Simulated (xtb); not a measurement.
xtb input (GFN1-xTB):

```bash
xtb mol.xyz --gfn 1 --sp --chrg -1 --uhf 0
```
mol.xyz:
```
6

Si    -0.07811264     0.11617414    -0.03012990
F     -0.29066030    -0.45160457     1.48483495
F     -0.51950389    -1.21480240    -0.86460151
O     -0.77850528     1.44149313    -0.39242964
O      1.59524134     0.10734136    -0.19025134
H      1.85116618     0.98054894    -0.49883466
```

Output:

```
           -------------------------------------------------
          |                Calculation Setup                |
           -------------------------------------------------

           -------------------------------------------------
          |                 G F N 1 - x T B                 |
           -------------------------------------------------

        Reference                      10.1021/acs.jctc.7b00118
      * Hamiltonian:
        H0-scaling (s, p, d)           1.850000    2.250000    2.000000
        zeta-weighting                 0.000000
      * Dispersion:
        s8                             2.400000
        a1                             0.630000
        a2                             5.000000
        s9                             0.000000
      * Repulsion:
        kExp                           1.500000
        rExp                           1.000000
      * Coulomb:
        alpha                          2.000000
        third order                    atomic
        anisotropic                    false
      * Halogen bond correction:
        rad-scale                      1.300000
        damping                        0.440000

          ...................................................
          :                      SETUP                      :
          :.................................................:
          :  # basis functions                  28          :
          :  # atomic orbitals                  27          :
          :  # shells                           13          :
          :  # electrons                        32          :
          :  # halogen bonds                     0          :
          :  max. iterations                   250          :
          :  Hamiltonian                  GFN1-xTB          :
          :  restarted?                      false          :
          :  GBSA solvation                  false          :
          :  PC potential                    false          :
          :  electronic temp.          300.0000000     K    :
          :  accuracy                    1.0000000          :
          :  -> integral cutoff          0.2500000E+02      :
          :  -> integral neglect         0.1000000E-07      :
          :  -> SCF convergence          0.1000000E-05 Eh   :
          :  -> wf. convergence          0.2000000E-04 e    :
          :  Broyden damping             0.4000000          :
          :  net charge                         -1          :
          :  unpaired electrons                  0          :
          ...................................................

 iter      E             dE          RMSdq      gap      omega  full diag
   1    -22.6549181 -0.226549E+02  0.872E+00    9.42       0.0  T
   2    -22.6715453 -0.166272E-01  0.507E+00    8.77       1.0  T
   3    -22.6635118  0.803348E-02  0.110E+00    8.42       1.0  T
   4    -22.6727750 -0.926323E-02  0.273E-01    8.55       1.0  T
   5    -22.6733885 -0.613441E-03  0.881E-02    8.50       1.0  T
   6    -22.6734033 -0.148720E-04  0.133E-02    8.55       3.1  T
   7    -22.6734042 -0.813070E-06  0.285E-03    8.55      14.3  T
   8    -22.6734042 -0.452974E-07  0.331E-04    8.55     123.3  T
   9    -22.6734042 -0.130169E-08  0.158E-05    8.55    2591.1  T
  10    -22.6734042  0.277822E-11  0.172E-05    8.55    2378.2  T

   *** convergence criteria satisfied after 10 iterations ***

         #    Occupation            Energy/Eh            Energy/eV
      -------------------------------------------------------------
         1        2.0000           -0.5901876             -16.0598
       ...           ...                  ...                  ...
        10        2.0000           -0.3080280              -8.3819
        11        2.0000           -0.2963735              -8.0647
        12        2.0000           -0.2826550              -7.6914
        13        2.0000           -0.2819334              -7.6718
        14        2.0000           -0.2544943              -6.9251
        15        2.0000           -0.2492386              -6.7821
        16        2.0000           -0.2470224              -6.7218 (HOMO)
        17                          0.0671120               1.8262 (LUMO)
        18                          0.1845895               5.0229
        19                          0.1920960               5.2272
        20                          0.2419003               6.5824
        21                          0.2904263               7.9029
       ...                                ...                  ...
        27                          1.5804278              43.0056
      -------------------------------------------------------------
                  HL-Gap            0.3141344 Eh            8.5480 eV
             Fermi-level           -0.0899552 Eh           -2.4478 eV

 SCC (total)                   0 d,  0 h,  0 min,  0.005 sec
 SCC setup                      ...        0 min,  0.000 sec (  1.258%)
 Dispersion                     ...        0 min,  0.000 sec (  0.531%)
 classical contributions        ...        0 min,  0.000 sec (  0.228%)
 integral evaluation            ...        0 min,  0.001 sec ( 25.120%)
 iterations                     ...        0 min,  0.001 sec ( 29.452%)
 molecular gradient             ...        0 min,  0.002 sec ( 41.438%)
 printout                       ...        0 min,  0.000 sec (  1.809%)

         :::::::::::::::::::::::::::::::::::::::::::::::::::::
         ::                     SUMMARY                     ::
         :::::::::::::::::::::::::::::::::::::::::::::::::::::
         :: total energy             -22.595526253826 Eh    ::
         :: gradient norm              0.015749948949 Eh/a0 ::
         :: HOMO-LUMO gap              8.548032073387 eV    ::
         ::.................................................::
         :: SCC energy               -22.673404198417 Eh    ::
         :: -> electrostatic           0.266991193555 Eh    ::
         :: repulsion energy           0.079198473792 Eh    ::
         :: dispersion energy         -0.001320529202 Eh    ::
         :: halogen bond corr.         0.000000000000 Eh    ::
         :: add. restraining           0.000000000000 Eh    ::
         :: total charge              -1.000000000000 e     ::
         :::::::::::::::::::::::::::::::::::::::::::::::::::::

           -------------------------------------------------
          |                Property Printout                |
           -------------------------------------------------

    * Orbital Energies and Occupations

         #    Occupation            Energy/Eh            Energy/eV
      -------------------------------------------------------------
         1        2.0000           -0.5901876             -16.0598
       ...           ...                  ...                  ...
         4        2.0000           -0.4736550             -12.8888
         5        2.0000           -0.3952167             -10.7544
         6        2.0000           -0.3425562              -9.3214
         7        2.0000           -0.3274871              -8.9114
         8        2.0000           -0.3238984              -8.8137
         9        2.0000           -0.3132929              -8.5251
        10        2.0000           -0.3080280              -8.3819
        11        2.0000           -0.2963735              -8.0647
        12        2.0000           -0.2826550              -7.6914
        13        2.0000           -0.2819334              -7.6718
        14        2.0000           -0.2544943              -6.9251
        15        2.0000           -0.2492386              -6.7821
        16        2.0000           -0.2470224              -6.7218 (HOMO)
        17                          0.0671120               1.8262 (LUMO)
Note: The following floating-point exceptions are signalling: IEEE_DENORMAL
normal termination of xtb
        18                          0.1845895               5.0229
        19                          0.1920960               5.2272
        20                          0.2419003               6.5824
        21                          0.2904263               7.9029
        22                          0.5028364              13.6829
        23                          0.5217148              14.1966
        24                          0.6221462              16.9295
        25                          0.9770726              26.5875
        26                          1.2204186              33.2093
        27                          1.5804278              43.0056
      -------------------------------------------------------------
                  HL-Gap            0.3141344 Eh            8.5480 eV
             Fermi-level           -0.0899552 Eh           -2.4478 eV

  Mulliken/CM5 charges         n(s)   n(p)   n(d)
     1Si    0.54076  0.48760   0.730  1.445  1.284
     2F    -0.32616 -0.30425   1.778  5.549  0.000
     3F    -0.32616 -0.30425   1.778  5.549  0.000
     4O    -0.62292 -0.62841   1.688  4.935  0.000
     5O    -0.57544 -0.74497   1.671  4.904  0.000
     6H     0.30990  0.49428   0.690  0.000  0.000

Wiberg/Mayer (AO) data.
largest (>0.10) Wiberg bond orders for each atom

 ---------------------------------------------------------------------------
     #   Z sym  total        # sym  WBO       # sym  WBO       # sym  WBO
 ---------------------------------------------------------------------------
     1  14 Si   5.317 --     4 O    1.994     5 O    1.147     3 F    1.075
                             2 F    1.075
     2   9 F    1.155 --     1 Si   1.075
     3   9 F    1.155 --     1 Si   1.075
     4   8 O    2.117 --     1 Si   1.994
     5   8 O    2.099 --     1 Si   1.147     6 H    0.877
     6   1 H    0.926 --     5 O    0.877
 ---------------------------------------------------------------------------

Topologies differ in total number of bonds
Writing topology from bond orders to xtbtopo.mol

 dipole moment from electron density (au)
     X       Y       Z
   1.0397  -0.3342   0.0073  total (Debye):    2.776

           -------------------------------------------------
          | TOTAL ENERGY              -22.595526253826 Eh   |
          | GRADIENT NORM               0.015749948949 Eh/α |
          | HOMO-LUMO GAP               8.548032073387 eV   |
           -------------------------------------------------

------------------------------------------------------------------------
------------------------------------------------------------------------
 total:
 SCF:
```

It need not be the lowest isomer of its formula. Whether it binds its extra electron was not tested at this geometry.
